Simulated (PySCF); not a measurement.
## Correlation energy of Ge (germanium, neutral)

[Ar] 3d10 4s2 4p2, high-spin 3P determinant. All numbers are calculated (PySCF 2.14, scalar relativity by spin-free X2C-1e, in aug-cc-pVTZ-DK). Frozen: [Ar] 3d10; 4 electrons correlated.

```json
{"level": "CCSD", "correlation energy (mhartree)": "-64.79"}
{"level": "(T)", "correlation energy (mhartree)": "-1.88"}
{"level": "CCSD(T)", "correlation energy (mhartree)": "-66.67"}
{"level": "CCSDT", "correlation energy (mhartree)": "-67.19"}
```

Diagnostics: T1 = 0.0091, D1 = 0.0241, largest double amplitude 0.066.

Task: Is a single reference adequate?

Result: Yes, within this model without spin-orbit coupling: T1 lies below 0.03 and no double amplitude reaches 0.07.
